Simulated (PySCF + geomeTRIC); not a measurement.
Level of theory: BP86-D3(BJ)/def2-SVP (PySCF + geomeTRIC). fastk is a local helper that only speeds up exchange builds. No frequencies were computed at this level.

```python
import json, numpy as np
from pyscf import gto, dft
from fastk import lowrank_exchange
atoms = """
Zr    -0.000006     0.000008     0.000007
H      1.078102     0.641370    -1.451199
H     -0.999300     1.457159     0.746819
H     -1.210335    -1.340480    -0.646408
H      1.131537    -0.758053     1.350784
"""
def scf(charge, spin, dm0=None):
    mol = gto.M(atom=atoms, basis='def2-svp', ecp={'Zr': 'def2-svp'}, charge=charge, spin=spin, verbose=3, max_memory=3360)
    mf = dft.KS(mol, xc='bp86').density_fit(auxbasis="def2-universal-jkfit")
    mf.disp = 'd3bj'
    mf.grids.level = 3
    mf.conv_tol = 1e-8
    mf.max_cycle = 120
    mf.level_shift = 0.25
    mf.kernel(dm0)
    if not mf.converged:
        mf = mf.newton().run(mf.mo_coeff, mf.mo_occ).undo_soscf()
    return mf
mf = scf(0, 0)
from pyscf.geomopt.geometric_solver import kernel as optimize
path = []
done, mol = optimize(mf, maxsteps=120, assert_convergence=False, callback=lambda env: path.append((env["energy"], bool(env["g_scanner"].converged))))
res = dict(converged=bool(done and path[-1][1]), energy=path[-1][0], path=[e for e, c in path], xyz=mol.atom_coords(unit="Angstrom").tolist(), nao=mol.nao)
json.dump(res, open("result.json", "w"))
```

Output:

```
converged SCF energy = -49.413716317952
Geometry optimization cycle 1
converged SCF energy = -49.4137163246489
cycle 1: E = -49.4137163246  dE = -49.4137  norm(grad) = 0.0239256
Geometry optimization cycle 2
converged SCF energy = -49.4158753628104
cycle 2: E = -49.4158753628  dE = -0.00215904  norm(grad) = 0.013948
Geometry optimization cycle 3
converged SCF energy = -49.4166848125934
cycle 3: E = -49.4166848126  dE = -0.00080945  norm(grad) = 0.00143999
Geometry optimization cycle 4
converged SCF energy = -49.4166941240923
cycle 4: E = -49.4166941241  dE = -9.3115e-06  norm(grad) = 7.45997e-05
Geometry optimization cycle 5
converged SCF energy = -49.4166941496431
cycle 5: E = -49.4166941496  dE = -2.55508e-08  norm(grad) = 2.11908e-06
<class 'geometric.internal.Distance'> : 4
<class 'geometric.internal.Angle'> : 6
<class 'geometric.internal.TranslationX'> : 1
<class 'geometric.internal.TranslationY'> : 1
<class 'geometric.internal.TranslationZ'> : 1
<class 'geometric.internal.RotationA'> : 1
<class 'geometric.internal.RotationB'> : 1
<class 'geometric.internal.RotationC'> : 1
Step    0 : Gradient = 1.070e-02/1.196e-02 (rms/max) Energy = -49.4137163246
Step    1 : Displace = 8.511e-02/9.518e-02 (rms/max) Trust = 1.000e-01 (=) Grad = 6.238e-03/6.977e-03 (rms/max) E (change) = -49.4158753628 (-2.159e-03) Quality = 0.502
Step    2 : Displace = 3.134e-02/3.505e-02 (rms/max) Trust = 1.000e-01 (=) Grad = 6.440e-04/7.204e-04 (rms/max) E (change) = -49.4166848126 (-8.094e-04) Quality = 0.876
Step    3 : Displace = 2.933e-03/3.282e-03 (rms/max) Trust = 1.414e-01 (+) Grad = 3.336e-05/3.785e-05 (rms/max) E (change) = -49.4166941241 (-9.311e-06) Quality = 1.043
Step    4 : Displace = 1.602e-04/1.804e-04 (rms/max) Trust = 2.000e-01 (+) Grad = 9.477e-07/1.256e-06 (rms/max) E (change) = -49.4166941496 (-2.555e-08) Quality = 1.005
Converged! =D
```

Cost: around 18 core-seconds (rough).
